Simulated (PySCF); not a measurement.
Computed shifts of a molecule C3H5ClSi, PBE0/pcSseg-1 (PySCF), GIAO, gas phase, atoms alike by connectivity averaged where their shifts nearly agree, in ppm (number of nuclei): ¹³C: 231.3 (1), 83.7 (1), 75.7 (1). ²⁹Si: -8.8 (1). ¹H: 5.67 (1), 5.57 (1), 5.39 (1), 5.18 (1), 5.09 (1). References: ¹³C against TMS (σ = 186.3 ppm); ²⁹Si against TMS (σ = 352.7 ppm); ³⁵Cl against HCl (σ = 945.9 ppm); ¹H against TMS (σ = 31.56 ppm), references at their B3LYP-D3(BJ)/def2-TZVP geometries, non-relativistic (without spin–orbit terms, shifts of atoms bonded to Cl or Br come out too high). Geometry: PBE0-D3(BJ)/def2-SVP. Other conformers were not sampled.

Which structure fits?
(A) C=C=C[SiH2]Cl
(B) C#C[Si@@H](C)Cl
(C) [SiH3]C=C=CCl
(D) Cl[Si@@H]1C=CC1

A, C=C=C[SiH2]Cl
